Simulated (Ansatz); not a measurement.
Calculated with Ansatz (gas phase, PBE0-D4/def2-TZVP geometries, no zero-point term in ΔE). CCSD(T)/CBS is the MP2 limit (def2-TZVPP, def2-QZVPP) plus CCSD(T) − MP2 in def2-TZVPP, frozen cores. This one scheme is used for every species. Each species was taken in one conformer, which may not be the lowest.

Consider the ligand exchange at a P–N bond: `CCN([SiH3])P` + `N=C=O` → `O=C=NP` + `CCN[SiH3]`.

```json
{"species": "`CCN([SiH3])P`", "MP2/def2-QZVPP energy (Eh)": "-766.69948"}
{"species": "`N=C=O`", "MP2/def2-QZVPP energy (Eh)": "-168.46171"}
{"species": "`O=C=NP`", "MP2/def2-QZVPP energy (Eh)": "-509.96253"}
{"species": "`CCN[SiH3]`", "MP2/def2-QZVPP energy (Eh)": "-425.19750"}
```

(1) Work out ΔE.

Largest T1 diagnostic among the species: 0.018.

## Answers

(1) ΔE = (-509.96253) + (-425.19750) − (-766.69948) − (-168.46171) = 0.00116 Eh = +0.03 eV. CCSD(T)/CBS gives +0.02 eV.

In def2-TZVPP, CCSD(T) changes the Hartree–Fock value by +0.23 eV (the triples alone add +0.04 eV) and MP2 by +0.25 eV. The D4 term adds +0.14 eV with B3LYP and +0.07 eV with PBE0; it sums over pairs of atoms, weighted by their polarisabilities, and B3LYP, whose exchange is more repulsive, gets the larger term.

B3LYP here is the variant with VWN-RPA as its local correlation; programs differ in this.
